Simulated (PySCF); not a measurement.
Computed IR spectrum (relative IR intensity) of a molecule C5H9N. Geometry optimised at PBE0-D3(BJ)/def2-SVP. The values are those of a single conformer. Computed with PBE0-D3(BJ)/def2-SVP (PySCF). Frequencies are harmonic and unscaled.

ν (cm⁻¹): 208 (vw), 266 (s), 549 (w), 643 (w), 690 (m), 699 (m), 836 (vs), 954 (w), 1008 (w), 1086 (w), 1137 (vw), 1167 (w), 1191 (vw), 1341 (vw), 1348 (w), 1382 (w), 1419 (w), 1458 (w), 1473 (w), 1489 (vw), 1628 (m), 2237 (w), 2979 (s), 3056 (w), 3066 (m), 3086 (m), 3162 (w), 3185 (w), 3490 (s), 3629 (w) (against the strongest line: vs over 80 %, s over 45 %, m over 15 %, w over 4 %, vw less)

**Question.** Which structure fits?
(A) C=CC(=C)CN
(B) C[C@]1(N)C=CC1
(C) CCN1C=CC1
(D) C#C[C@@H](C)CN

**Answer.** D, C#C[C@@H](C)CN
